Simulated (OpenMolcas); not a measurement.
Fe4+ among 4 point charges of -2 e arranged as a square (D4h).

| Quantity | Value |
| --- | --- |
| Program | OpenMolcas 26.06 |
| Method | SS-CASPT2, IPEA 0.25 Eh, imaginary shift 0.1 Eh (closed shells correlated: 3s 3p) |
| Basis | ANO-RCC-VDZP [5s4p2d1f] |
| Scalar Hamiltonian | DKH2, point nucleus |
| Active space | 4 electrons in 5 orbitals (3d) |
| State averaging | 2S+1 = 5 even, 5 roots; 2S+1 = 3 even, 45 roots; 2S+1 = 1 even, 50 roots |
| Spin-orbit coupling | state interaction with AMFI integrals over the reference wave functions |

All point charges move together. At R = 1.81 Å the first state of the same spin is 3410 cm-1, and at R = 1.99 Å it is 2200 cm-1.

Task: A third run gives 2710 cm-1. What distance was it run at?

Result: With a power law R^-n the two known points give n = -ln(2200 / 3410) / ln(1.99 / 1.81) = 4.62. Then R = 1.81 × (3410 / 2710)^(1/4.62) = 1.902 Å. The run was at 1.9 Å, so the estimate is off by +0.002 Å.

Point charges give a weaker field than real ligands, and real ions of this kind are often low spin; the high spin found here belongs to the model. Free-ion shares, where given, are those of the reference states; single-state CASPT2 does not remix them. This is an electrostatic model: the charges have no orbitals. No measured value stands beside these numbers.
